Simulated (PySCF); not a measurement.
Potassium: a sound run and one with changed settings

Sound run: K²⁺ [Ne] 3s2 3p5, K³⁺ [Ne] 3s2 3p4. Computed with PySCF 2.14 in jorge-DZP-DKH, with scalar relativity by spin-free X2C-1e. The sound run starts from symmetry-adapted Hartree-Fock orbitals and uses a fine grid where one is needed.

Changed run: 26 angular points. This setting is unsound on purpose.

```tsv
species	method	sound run (hartree)	changed run (hartree)	converged
K²⁺	UHF	-600.15997	-600.15997	yes
K²⁺	PBE	-600.66782	-600.66771	yes
K²⁺	TPSS	-600.89615	-600.89625	yes
K³⁺	UHF	-598.49818	-598.49818	yes
K³⁺	PBE	-598.96116	-598.96094	yes
K³⁺	TPSS	-599.18739	-599.18752	yes
```

Ionisation energy of K²⁺:

| method | sound run (eV) | changed run (eV) |
| --- | --- | --- |
| UHF | 45.220 | 45.220 |
| PBE | 46.441 | 46.444 |
| TPSS | 46.498 | 46.497 |

A coarse angular grid integrates products of high-l functions wrongly, so density functionals can shift, and the SCF can exploit the error; Hartree-Fock and MP2 need no grid.

For comparison, NIST gives 45.803 eV between the lowest levels.
